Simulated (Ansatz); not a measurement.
Cost and result for the atomization energy of C3H7BF2, SMILES `CC(C)B(F)F` (13 atoms, 12 bonds).

Cartesian coordinates in Å:
```
C 1.156 0.642 0.536
C 0.109 -0.034 -0.347
C -1.264 0.623 -0.219
B 0.061 -1.587 -0.158
F -1.019 -2.298 -0.443
F 1.108 -2.280 0.261
H 0.884 0.567 1.593
H 1.238 1.705 0.295
H 2.142 0.190 0.417
H 0.435 0.084 -1.395
H -1.210 1.685 -0.471
H -1.640 0.548 0.805
H -2.001 0.156 -0.875
```

Total charge 0; spin multiplicity 1. The structure was optimised at the PBE0-D4/def2-TZVP level. It is one conformer, not always the lowest. Program: Ansatz. All runs use 4 threads of an Arm Neoverse V2 on a shared host. Times are those of one run each, without the atoms' runs, and a repeat can differ threefold. Electronic energies, without spin–orbit coupling; frozen cores. CCSD(T)/CBS adds CCSD(T) − MP2 in def2-TZVPP to the MP2 limit, and its time is that of the two runs behind it. T1 = 0.011. B3LYP takes the VWN-RPA correlation (the form of Gaussian; ORCA's B3LYP/G). HSE06 is the plane-wave form, built on full-range PBE exchange.

CCSD(T)/CBS is a level of theory with its own doubt, some kJ/mol a heavy atom from the limit and from the frozen cores, so smaller differences don't rank the functionals.

```json
{"level": "LDA (SPW92)/def2-TZVPP", "functions": "284", "wall time": "1.7 s"}
{"level": "revPBE-D4/def2-TZVPP", "functions": "284", "wall time": "1.9 s"}
{"level": "BLYP-D4/def2-TZVPP", "functions": "284", "wall time": "2.1 s"}
{"level": "HSE06-D4/def2-TZVPP", "functions": "284", "wall time": "2.9 s"}
{"level": "B3LYP-D4/def2-TZVPP (with forces)", "functions": "284", "wall time": "4.3 s"}
{"level": "r2SCANh-D4/def2-TZVPP", "functions": "284", "wall time": "4.5 s"}
{"level": "B2PLYP/def2-TZVPP", "functions": "284", "wall time": "5.5 s"}
{"level": "PBE-QIDH/def2-TZVPP", "functions": "284", "wall time": "5.5 s"}
{"level": "CCSD(T)/def2-SVP", "functions": "119", "wall time": "9 s"}
{"level": "ωB97M-V/def2-TZVPP (with forces)", "functions": "284", "wall time": "11 s"}
{"level": "MP2/def2-QZVPP", "functions": "552", "wall time": "25 s"}
{"level": "CCSD(T)/def2-TZVPP", "functions": "284", "wall time": "4.8 min"}
{"level": "CCSD(T)/CBS(def2)", "functions": "–", "wall time": "5.2 min"}
```

(1) What atomization energy does each give, and how far from CCSD(T)/CBS? (Estimate.)

Results:

(1) Ansatz gave: 
```csv
level,atomization (kcal/mol),difference from CCSD(T)/CBS,per bond
LDA (SPW92)/def2-TZVPP,1483.9,182.2,15.2
revPBE-D4/def2-TZVPP,1297.0,-4.7,-0.4
BLYP-D4/def2-TZVPP,1298.7,-3.0,-0.2
HSE06-D4/def2-TZVPP,1310.7,9.0,0.7
B3LYP-D4/def2-TZVPP (with forces),1302.6,0.9,0.1
r2SCANh-D4/def2-TZVPP,1302.5,0.8,0.1
B2PLYP/def2-TZVPP,1293.4,-8.3,-0.7
PBE-QIDH/def2-TZVPP,1302.6,0.9,0.1
CCSD(T)/def2-SVP,1257.4,-44.3,-3.7
ωB97M-V/def2-TZVPP (with forces),1307.4,5.7,0.5
MP2/def2-QZVPP,1317.0,15.3,1.3
CCSD(T)/def2-TZVPP,1275.2,-26.5,-2.2
CCSD(T)/CBS(def2),1301.7,0.0,0.0
```

From r2SCAN to r2SCAN0 (25 % exact exchange), in def2-TZVPP and without D4, the atomization energy moves by −16.3 kcal/mol: exact exchange takes away binding that semilocal exchange gives to molecules. At CCSD(T), def2-SVP lies −44.3 kcal/mol from the extrapolated value and def2-TZVPP −26.5 kcal/mol: correlation converges slowly with the basis, and small sets miss more of it in the bonded molecule than in its fragments. In def2-TZVPP, CCSD(T) changes the Hartree–Fock value by +274.5 kcal/mol (the triples alone add +15.8 kcal/mol) and MP2 by +300.6 kcal/mol; breaking electron pairs costs correlation energy, which Hartree–Fock lacks.
